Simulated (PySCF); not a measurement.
Input for PySCF: D3(BJ) and D4 dispersion corrections on Br3Ga (SMILES [Br][Ga]([Br])[Br]).

```python
from pyscf import gto
from pyscf.dispersion import dftd3, dftd4

mol = gto.M(
    atom='''
    Ga    0.00004543   -0.00000522   -0.00006516
    Br    2.28231839   -0.00973709   -0.00907301
    Br   -1.13279262    1.98131002   -0.00166497
    Br   -1.14947119   -1.97166771    0.01090314
    ''',
    basis='def2-svp',
    charge=0, spin=0, verbose=0, max_memory=1800)
d3, d4 = {}, {}
for xc in ['hf', 'pbe', 'blyp', 'revpbe', 'tpss', 'r2scan', 'b3lyp', 'pbe0', 'bhlyp', 'camb3lyp', 'b2plyp']:
    d3[xc] = float(dftd3.DFTD3Dispersion(mol, xc=xc, version='d3bj', atm=False).get_dispersion()['energy'])
    print(f'D3(BJ) {xc:10s} {d3[xc]:14.8f} Eh')
for xc in ['hf', 'pbe', 'blyp', 'revpbe', 'tpss', 'r2scan', 'b3lyp', 'pbe0', 'bhlyp', 'camb3lyp', 'b2plyp']:
    d4[xc] = float(dftd4.DFTD4Dispersion(mol, xc={'camb3lyp': 'cam-b3lyp'}.get(xc, xc), atm=True).get_dispersion()['energy'])
    print(f'D4     {xc:10s} {d4[xc]:14.8f} Eh')
```

Output:

```
D3(BJ) hf            -0.03700381 Eh
D3(BJ) pbe           -0.00511688 Eh
D3(BJ) blyp          -0.01277458 Eh
D3(BJ) revpbe        -0.01076537 Eh
D3(BJ) tpss          -0.00723781 Eh
D3(BJ) r2scan        -0.00151059 Eh
D3(BJ) b3lyp         -0.01094982 Eh
D3(BJ) pbe0          -0.00523942 Eh
D3(BJ) bhlyp         -0.01057744 Eh
D3(BJ) camb3lyp      -0.00616209 Eh
D3(BJ) b2plyp        -0.00639177 Eh
D4     hf            -0.01744731 Eh
D4     pbe           -0.00658544 Eh
D4     blyp          -0.01338078 Eh
D4     revpbe        -0.01270491 Eh
D4     tpss          -0.00876156 Eh
D4     r2scan        -0.00137755 Eh
D4     b3lyp         -0.01098576 Eh
D4     pbe0          -0.00578316 Eh
D4     bhlyp         -0.01158505 Eh
D4     camb3lyp      -0.00625454 Eh
D4     b2plyp        -0.00458809 Eh
```

The run finished.

Cost: about 0.020 core-seconds (a rough figure).
